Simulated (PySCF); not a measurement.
Radial density of In (indium, neutral)

MN15, [Kr] 4d10 5s2 5p1, 2P determinant. All numbers are calculated (PySCF 2.14, scalar relativity through the core potential, in cc-pVTZ-PP with ECP28MDF). This is the valence pseudo-density: the core potential removes the inner electrons and smooths the orbitals near the nucleus.

| r (bohr) | 4πr²ρ (e/bohr) | 4πr²(ρα − ρβ) |
| --- | --- | --- |
| 0.00929 | 1.281e-05 | 0.0000 |
| 0.0156 | 2.961e-05 | 0.0000 |
| 0.0263 | 5.772e-05 | 0.0000 |
| 0.0442 | 0.0001162 | 0.0000 |
| 0.0743 | 0.0004073 | 0.0000 |
| 0.125 | 0.003736 | 0.0000 |
| 0.210 | 0.05591 | -0.0001 |
| 0.354 | 1.175 | 0.0008 |
| 0.595 | 13.37 | 0.0224 |
| 1.00 | 18.70 | -0.0171 |
| 1.68 | 4.921 | 0.1330 |
| 2.83 | 1.311 | 0.3171 |
| 4.76 | 0.2398 | 0.1476 |
| 8.01 | 0.01391 | 0.0129 |
| 13.5 | 3.529e-05 | 0.0000 |

Energies and moments cover only the electrons outside the core potential.

Q: Where is the radial spin density 4πr²(ρα − ρβ) most negative, and why is it negative at all?

A: Around r = 1.00 bohr, down to -0.0171 e/bohr: exchange with the open shell polarises the paired shells in an unrestricted calculation.
